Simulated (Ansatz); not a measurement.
Reaction: C3H6O (SMILES C[C@H]1CO1) → C3H6O (oxetane, SMILES C1COC1)
Each species at its own B3LYP-D3(BJ)/def2-TZVP minimum (Ansatz, a program for electronic structure).

Property: isomerisation energy (electronic), in kcal/mol. Open shells are spin-unrestricted; no spin-orbit coupling. CBS(X,Y): correlation extrapolated as X^-3, Hartree-Fock from the larger set. A bracket is a step between two methods taken in the basis named. The functionals are non-relativistic, so their misses hold any scalar relativity. Double hybrids freeze cores in their MP2 part. 'core' is core correlation in cc-pwCVTZ, 'X2C' scalar relativity in cc-pVTZ-DK, both at CCSD(T).

CCSD(T)/CBS(cc-pVTZ,cc-pVQZ) + [CCSDT(Q) - CCSD(T)]/cc-pVDZ + core + X2C (Ansatz) gives 2.7 kcal/mol.

Q: What does PBE/def2-TZVPD (Ansatz) give here, and how do the other levels compare?

A: PBE gives 4.0 kcal/mol, 1.3 kcal/mol above it. Differences of the others: wB97M-V/def2-TZVPD (Ansatz) -0.4; B2PLYP/def2-TZVPD (Ansatz) 0.6; CCSD(T)/CBS(cc-pVTZ,cc-pVQZ) + core + X2C (Ansatz) 0.0 kcal/mol. Nearer than PBE: wB97M-V/def2-TZVPD, B2PLYP/def2-TZVPD, CCSD(T)/CBS(cc-pVTZ,cc-pVQZ) + core + X2C.
